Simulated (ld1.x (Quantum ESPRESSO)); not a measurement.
# cerium, TM: configuration errors across variants

ld1.x (Quantum ESPRESSO) 7.5 input, shortened:

```
&input
   title='Ce', zed=58., rel=2, dft='PW91', iswitch=3,
   config='[Xe] 4f1 5d1 6s2 6p0', rel_dist='average'
 /
 &inputp
   pseudotype=2, tm=.true., lloc=0,
   nlcc=.true., new_core_ps=.true., rcore=0.70
 /
4
6P  2  1   0.00   0.00  3.85  3.85  0.0
5D  3  2   1.00   0.00  3.65  3.65  0.0
4F  4  3   1.00   0.00  1.25  1.25  0.0
6S  1  0   2.00   0.00  3.75  3.75  0.0
 &test
   configts(1)='4f1 5d1 6s2 6p0'
 /
```

Open shells are filled in proportion to 2j + 1 (rel_dist='average').

All-electron excitation energies from the reference (eV): (1) 4f1 5d1 6s1 6p0 6.112; (2) 4f1 5d1 6s0 6p0 17.218; (3) 4f1 5d0 6s0 6p0 36.456; (4) 4f1 5d0 6s2 6p1 2.297; (5) 4f1 5d1.5 6s1.5 6p0 0.399.

Tests that are not counted but printed errors over 1 eV. “base”: 4f2 5d1 6s0 6p0 (solver errors, printed error -70.3 eV); 4f2 5d0 6s2 6p0 (pseudo-atom not self-consistent, printed error -68.7 eV). “wave 6s (bound): rc 3.75 bohr becomes 6s (bound): rc 2.84 bohr”: 4f2 5d1 6s0 6p0 (solver errors, printed error -65.6 eV). “wave 6s (bound): rc 3.75 bohr becomes 6s (bound): rc 3.28 bohr”: 4f2 5d1 6s0 6p0 (solver errors, printed error -70.5 eV); 4f2 5d0 6s2 6p0 (solver errors, printed error -60.5 eV). “wave 6s (bound): rc 3.75 bohr becomes 6s (bound): rc 3.64 bohr”: 4f2 5d1 6s0 6p0 (solver errors, printed error -70.3 eV); 4f2 5d0 6s2 6p0 (solver errors, printed error -66.1 eV). “wave 6s (bound): rc 3.75 bohr becomes 6s (bound): rc 3.96 bohr”: 4f2 5d1 6s0 6p0 (solver errors, printed error -70.3 eV); 4f2 5d0 6s2 6p0 (pseudo-atom not self-consistent, printed error -68.5 eV).

A true bound ghost makes a file unfit for plane-wave use even where its test errors are small: the radial tests pick states by their node count and pass the ghost by.

Errors AE − PS in meV (a dash: test not solved or not reliable):

| change | (1) | (2) | (3) | (4) | (5) | bound ghosts |
| --- | --- | --- | --- | --- | --- | --- |
| base | -5.4 | -56 | -319 | -103 | -15 | none |
| wave 6s (bound): rc 3.75 bohr becomes 6s (bound): rc 2.84 bohr | -0.1 | -57 | -394 | -59 | -8.8 | none |
| wave 6s (bound): rc 3.75 bohr becomes 6s (bound): rc 3.28 bohr | -4.7 | -56 | -333 | -98 | -14 | none |
| wave 6s (bound): rc 3.75 bohr becomes 6s (bound): rc 3.64 bohr | -5.4 | -56 | -319 | -103 | -15 | none |
| wave 6s (bound): rc 3.75 bohr becomes 6s (bound): rc 3.96 bohr | -5.2 | -57 | -326 | -101 | -15 | none |
| wave 6s (bound): rc 3.75 bohr becomes 6s (bound): rc 4.54 bohr | -4.7 | -80 | -418 | -82 | -11 | none |
| wave 6s (bound): rc 3.75 bohr becomes 6s (bound): rc 4.88 bohr | -5.1 | -112 | -516 | -66 | -7.1 | none |
| wave 6s (bound): rc 3.75 bohr becomes 6s (bound): rc 5.22 bohr | -6.2 | -163 | -655 | -45 | -2.7 | none |
| wave 6s (bound): rc 3.75 bohr becomes 6s (bound): rc 5.52 bohr | -7.6 | -208 | -769 | -30 | +0.4 | none |

(1) Give the same row for: wave 6s (bound): rc 3.75 bohr becomes 6s (bound): rc 2.50 bohr.

Answers

(1) +20, -92, -477, -6.4, -8.2; bound ghosts: p1/2, p3/2, s (extra level of the local part).
